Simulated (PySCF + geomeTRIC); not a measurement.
All values below come from B3LYP-D3(BJ)/def2-TZVP (PySCF + geomeTRIC). fastk is a local helper that only speeds up exchange builds. No frequencies were computed at this level.

```python
import json, numpy as np
from pyscf import gto, dft
from fastk import lowrank_exchange
atoms = """
C     -1.006215    -0.298969     0.050245
C      0.384737     0.077137    -0.345581
O      1.270518    -0.960012    -0.494020
O      0.979665     1.190344     0.241254
H     -1.087798    -0.513974     1.123650
H     -1.288216    -1.193040    -0.497054
H     -1.702462     0.502266    -0.193633
H      2.158267    -0.608311    -0.360587
H      0.301609     1.831127     0.469811
"""
def scf(charge, spin, dm0=None):
    mol = gto.M(atom=atoms, basis='def2-tzvp', ecp={}, charge=charge, spin=spin, verbose=3, max_memory=5040)
    mf = dft.KS(mol, xc='b3lyp').density_fit(auxbasis="def2-universal-jkfit")
    mf.disp = 'd3bj'
    mf.grids.level = 3
    mf.conv_tol = 1e-8
    mf.max_cycle = 60
    mf.kernel(dm0)
    if not mf.converged:
        mf = mf.newton().run(mf.mo_coeff, mf.mo_occ).undo_soscf()
    return mf
mf = scf(0, 1)
lowrank_exchange(mf)  # same exchange matrices as the stock routine, built faster for response steps
mo, _, stable, _ = mf.stability(return_status=True)
if not stable:
    mf.kernel(mf.make_rdm1(mo, mf.mo_occ))
del mf.get_jk
from pyscf.geomopt.geometric_solver import kernel as optimize
path = []
done, mol = optimize(mf, maxsteps=80, assert_convergence=False, callback=lambda env: path.append((env["energy"], bool(env["g_scanner"].converged))))
res = dict(converged=bool(done and path[-1][1]), energy=path[-1][0], path=[e for e, c in path], xyz=mol.atom_coords(unit="Angstrom").tolist(), nao=mol.nao)
json.dump(res, open("result.json", "w"))
```

Output:

```
converged SCF energy = -229.720504791679  <S^2> = 0.75304837  2S+1 = 2.003046
<class 'pyscf.df.df_jk.DFUKS'> wavefunction is stable in the internal stability analysis
Geometry optimization cycle 1
converged SCF energy = -229.720504790769  <S^2> = 0.75304844  2S+1 = 2.0030461
cycle 1: E = -229.720504791  dE = -229.721  norm(grad) = 0.0199747
Geometry optimization cycle 2
converged SCF energy = -229.721507448882  <S^2> = 0.75286493  2S+1 = 2.0028629
cycle 2: E = -229.721507449  dE = -0.00100266  norm(grad) = 0.00621553
Geometry optimization cycle 3
converged SCF energy = -229.721818876739  <S^2> = 0.75284917  2S+1 = 2.0028471
cycle 3: E = -229.721818877  dE = -0.000311428  norm(grad) = 0.00383565
Geometry optimization cycle 4
converged SCF energy = -229.722409658726  <S^2> = 0.75278459  2S+1 = 2.0027827
cycle 4: E = -229.722409659  dE = -0.000590782  norm(grad) = 0.00616927
Geometry optimization cycle 5
converged SCF energy = -229.72255879865  <S^2> = 0.75278724  2S+1 = 2.0027853
cycle 5: E = -229.722558799  dE = -0.00014914  norm(grad) = 0.00430245
Geometry optimization cycle 6
converged SCF energy = -229.722637108966  <S^2> = 0.75279042  2S+1 = 2.0027885
cycle 6: E = -229.722637109  dE = -7.83103e-05  norm(grad) = 0.000868143
Geometry optimization cycle 7
converged SCF energy = -229.722645575316  <S^2> = 0.75278922  2S+1 = 2.0027873
cycle 7: E = -229.722645575  dE = -8.46635e-06  norm(grad) = 0.000583244
Geometry optimization cycle 8
converged SCF energy = -229.722656718087  <S^2> = 0.75279047  2S+1 = 2.0027885
cycle 8: E = -229.722656718  dE = -1.11428e-05  norm(grad) = 0.000836505
Geometry optimization cycle 9
converged SCF energy = -229.722657621606  <S^2> = 0.75278869  2S+1 = 2.0027867
cycle 9: E = -229.722657622  dE = -9.03519e-07  norm(grad) = 0.00039661
Geometry optimization cycle 10
converged SCF energy = -229.722657923714  <S^2> = 0.75278863  2S+1 = 2.0027867
cycle 10: E = -229.722657924  dE = -3.02108e-07  norm(grad) = 0.000177853
Geometry optimization cycle 11
converged SCF energy = -229.722657927653  <S^2> = 0.75278814  2S+1 = 2.0027862
cycle 11: E = -229.722657928  dE = -3.93914e-09  norm(grad) = 0.000490967
Geometry optimization cycle 12
converged SCF energy = -229.72265803731  <S^2> = 0.75278832  2S+1 = 2.0027864
cycle 12: E = -229.722658037  dE = -1.09657e-07  norm(grad) = 0.000502565
<class 'geometric.internal.Distance'> : 8
<class 'geometric.internal.Angle'> : 11
<class 'geometric.internal.Dihedral'> : 10
<class 'geometric.internal.TranslationX'> : 1
<class 'geometric.internal.TranslationY'> : 1
<class 'geometric.internal.TranslationZ'> : 1
<class 'geometric.internal.RotationA'> : 1
<class 'geometric.internal.RotationB'> : 1
<class 'geometric.internal.RotationC'> : 1
Step    0 : Gradient = 6.658e-03/1.049e-02 (rms/max) Energy = -229.7205047908
Step    1 : Displace = 2.746e-02/4.367e-02 (rms/max) Trust = 1.000e-01 (=) Grad = 2.072e-03/3.592e-03 (rms/max) E (change) = -229.7215074489 (-1.003e-03) Quality = 1.004
Step    2 : Displace = 1.905e-02/3.448e-02 (rms/max) Trust = 1.414e-01 (+) Grad = 1.279e-03/1.992e-03 (rms/max) E (change) = -229.7218188767 (-3.114e-04) Quality = 1.660
Step    3 : Displace = 7.588e-02/1.350e-01 (rms/max) Trust = 2.000e-01 (+) Grad = 2.056e-03/3.843e-03 (rms/max) E (change) = -229.7224096587 (-5.908e-04) Quality = 1.146
Step    4 : Displace = 2.154e-02/3.979e-02 (rms/max) Trust = 2.828e-01 (+) Grad = 1.434e-03/3.002e-03 (rms/max) E (change) = -229.7225587987 (-1.491e-04) Quality = 1.482
Step    5 : Displace = 1.797e-02/3.324e-02 (rms/max) Trust = 3.000e-01 (+) Grad = 2.894e-04/5.026e-04 (rms/max) E (change) = -229.7226371090 (-7.831e-05) Quality = 1.039
Step    6 : Displace = 5.694e-03/1.040e-02 (rms/max) Trust = 3.000e-01 (=) Grad = 1.944e-04/2.973e-04 (rms/max) E (change) = -229.7226455753 (-8.466e-06) Quality = 1.612
Step    7 : Displace = 1.405e-02/2.119e-02 (rms/max) Trust = 3.000e-01 (=) Grad = 2.788e-04/5.900e-04 (rms/max) E (change) = -229.7226567181 (-1.114e-05) Quality = 0.988
Step    8 : Displace = 2.524e-03/4.087e-03 (rms/max) Trust = 3.000e-01 (=) Grad = 1.322e-04/2.572e-04 (rms/max) E (change) = -229.7226576216 (-9.035e-07) Quality = 1.061
Step    9 : Displace = 1.448e-03/2.139e-03 (rms/max) Trust = 3.000e-01 (=) Grad = 5.928e-05/1.052e-04 (rms/max) E (change) = -229.7226579237 (-3.021e-07) Quality = 0.565
Step   10 : Displace = 1.347e-03/2.050e-03 (rms/max) Trust = 3.000e-01 (=) Grad = 1.637e-04/3.319e-04 (rms/max) E (change) = -229.7226579277 (-3.939e-09) Quality = 0.008
Step   11 : Displace = 6.996e-04/9.949e-04 (rms/max) Trust = 6.736e-04 (-) Grad = 1.675e-04/3.302e-04 (rms/max) E (change) = -229.7226580373 (-1.097e-07) Quality = 0.165
Converged! =D
```

Cost: around 9 core-minutes (rough).
